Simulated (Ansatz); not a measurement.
System: H₂Mg, singlet: symmetric bend, bond length relaxed. Scanned: H-Mg-H angle. Other coordinates (Mg-H bond length) were minimised at B3LYP/def2-TZVP.

Levels of theory: RKS-PBE0/aug-cc-pVTZ = restricted PBE0/aug-cc-pVTZ in Ansatz (a quantum-chemistry and plane-wave program); RKS-PBE/aug-cc-pVTZ = restricted PBE/aug-cc-pVTZ (Ansatz); RKS-BLYP/aug-cc-pVTZ = restricted BLYP/aug-cc-pVTZ in Ansatz; CCSD(T)/aug-cc-pVTZ = CCSD(T) on RHF/aug-cc-pVTZ, frozen core in Ansatz; FCI/aug-cc-pVTZ = full CI/aug-cc-pVTZ, frozen core (Ansatz).

Cost and accuracy over the 13 points of the scan, with FCI/aug-cc-pVTZ as yardstick. Costs are rough ratios of core time within Ansatz on shared cores, each with its mean field (Kohn-Sham runs search longer for lower solutions than correlated ones do); the miss is the largest error against full CI of the profile after the mean shift, in kcal/mol.

| level | relative cost | largest error |
|---|---|---|
| RKS-PBE0/aug-cc-pVTZ | 1 | 1.8 |
| RKS-PBE/aug-cc-pVTZ | 1 | 0.7 |
| RKS-BLYP/aug-cc-pVTZ | 1 | 1.3 |
| CCSD(T)/aug-cc-pVTZ | 2 | 0.1 |

Costs within a factor of two of each other count as equal.
